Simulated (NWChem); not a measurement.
SiH₂Cl₂; SMILES Cl[SiH2]Cl

Results from NWChem. Structure relaxed at the PBE0/def2-SVP level. Static field.

| level | isotropic polarisability (bohr³) | anisotropy (bohr³) |
|---|---|---|
| PBE/Sadlej pVTZ | 57.1 | 16.6 |
| B3LYP/Sadlej pVTZ | (withheld) | (withheld) |
| LDA (Slater exchange, VWN5)/Sadlej pVTZ | 57.9 | 16.8 |
| Hartree-Fock/Sadlej pVTZ | 51.1 | 12.9 |

Task: Complete the blanks.

Result: 
- B3LYP/Sadlej pVTZ, isotropic polarisability (bohr³): 55.4
- B3LYP/Sadlej pVTZ, anisotropy (bohr³): 15.6
